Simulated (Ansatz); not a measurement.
[CdCl4]2- (CdCl4²⁻). The state is a singlet with charge -2. Geometry relaxed at PBE0-D4/def2-SVPD.

```xyz
5

Cd    0.000    0.000    0.000
Cl    2.461   -0.013    0.636
Cl   -1.409   -0.514    2.053
Cl   -0.424   -1.763   -1.781
Cl   -0.628    2.290   -0.907
```

In the def2 sets Cd takes a core potential; there is no spin–orbit coupling. A multiply charged anion in the gas phase is held together partly by the finite basis.

Q: Estimate the harmonic wavenumbers at RKS PBE0-D4/def2-SVPD (Ansatz, unscaled). Is this a minimum?

A: 62, 62, 90, 90, 90, 219, 219, 219, 227 cm⁻¹. Yes, no mode is imaginary beyond noise. Zero-point energy 7.7 kJ/mol. Run time 65 s (4 threads of Arm Neoverse V1 on a shared host).
